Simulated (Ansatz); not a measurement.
Reaction (ligand exchange at a B–N bond): `NB(Cl)Cl` + H–F → `FB(Cl)Cl` + NH₃

Isolated molecules relaxed with PBE0-D4/def2-TZVP in Ansatz; ΔE leaves out vibrations. CBS: MP2 limit from def2 TZ/QZ plus the TZ coupled-cluster correction, frozen cores. This one scheme is used for every species. DFT in def2-TZVPP. HSE06 is defined as in plane-wave codes. One conformer a species, not always the lowest.

```
          level  ΔE (eV)
      revPBE-D4    -0.06
        BLYP-D4    -0.13
      r2SCAN-D4    -0.14
     r2SCAN0-D4    -0.10
       PBE-QIDH    -0.06
          HSE06    -0.08
          BHLYP    -0.14
CCSD/def2-TZVPP    -0.10
```

(1) What does CCSD(T)/CBS give? (Estimate.)

(2) What do rigid-rotor, harmonic-oscillator terms from PBE0-D4/def2-TZVP frequencies (298.15 K, 1 bar) make of the CCSD(T)/CBS value? (An estimate is asked.)

Largest T1 diagnostic among the species: 0.012.

## Answers

(1) The calculation gave: -0.05 eV. The listed levels differ from it by -0.01, -0.08, -0.09, -0.05, -0.01, -0.03, -0.09, -0.05 eV.

(2) Computed: ΔZPE = +0.01 eV, ΔH = -0.04 eV, ΔS = 12 J/(mol·K), ΔG = -0.08 eV.

Leaving LDA and LC-ωPBE aside and taking each functional with its dispersion term where it has one, the values, not all of them listed here, spread over 0.16 eV, from B97M-V to PBE0-D4. LDA lies +0.09 eV from PBE without D4. In def2-TZVPP, CCSD(T) changes the Hartree–Fock value by +0.10 eV (the triples alone add +0.01 eV) and MP2 by +0.15 eV. At CCSD(T), def2-SVP lies −0.13 eV from the extrapolated value and def2-TZVPP −0.05 eV.
